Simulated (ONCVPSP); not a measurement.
# Before and after: ONCV potential for copper

copper (Cu), optimised norm-conserving Vanderbilt (ONCV), made with ONCVPSP 4.0.1 (LDA (Perdew-Zunger), scalar-relativistic). Core [Ne], reference 3s2 3p6 3d10 (charge +1). Waves: 3s: rc 0.65 bohr, ncon 4, nbas 9, qcut 11.8 1/bohr, 2 projectors, debl 3.5 Ha; 3p: rc 1.20 bohr, ncon 4, nbas 7, qcut 11.7 1/bohr, 2 projectors, debl 1.1 Ha; 3d: rc 0.95 bohr, ncon 3, nbas 8, qcut 13.7 1/bohr, 2 projectors, debl 3.4 Ha. Local part: polynomial inside 0.40 bohr (lpopt 5, dvloc0 0 Ha). Core correction: Teter function, parameters optimised by the program.

In the s channel the program set the typed energies aside and used -4.514, 0.250 Ha. In the p channel the program set the typed energies aside and used -2.967, 0.250 Ha.

Change: all radii but the core radius scaled by about 1.31 (s 0.86, p 1.58, d 1.24 bohr); local potential polynomial inside 0.52 bohr (lpopt 5, dvloc0 0 Ha).

Cutoffs: the cutoffs (Ha) at which the residual kinetic energy of the hardest occupied pseudo-wave falls to 1 and 0.1 mHa per electron; they do not see the model core or the augmentation charge, which bear on the density cutoff. Errors are all-electron minus pseudo energies relative to the spin-unpolarised reference configuration.

What does the change do?

The potential gets softer (103 Ha and 452 Ha → 68 Ha and 93 Ha); of the 4 tests that both files solve, the error grows in 0 and shrinks in 4 by more than 15 % and 0.3 meV (median size 49.8 → 27.4 meV); neither file shows a bound ghost. A larger radius leaves more room for a smooth pseudo-wave, so fewer plane waves are needed. That the errors move this way runs against the usual rule that smaller radii transfer better.

```tsv
quantity	base	changed
cutoff, loose	103 Ha	68 Ha
cutoff, tight	452 Ha	93 Ha
loose cutoff by channel	s 103 Ha, p 46 Ha, d 83 Ha	s 61 Ha, p 38 Ha, d 68 Ha
bound ghosts	none	none
GHOST(+) flags under 300 eV	s at 205.8 eV	none
error for 3s2 3p6 3d10 4s1, meV [ΔE -8.44 eV]	-27	-9.7
error for 3s2 3p6 3d9, meV [ΔE 21.69 eV]	-72	-36
error for 3s2 3p6 3d8, meV [ΔE 61.05 eV]	-302	-141
error for 3s2 3p5 3d10 4s1, meV [ΔE 71.03 eV]	-24	-19
rms error of d²Exc/dni dnj with the model core, mHa	0.88	0.65
```
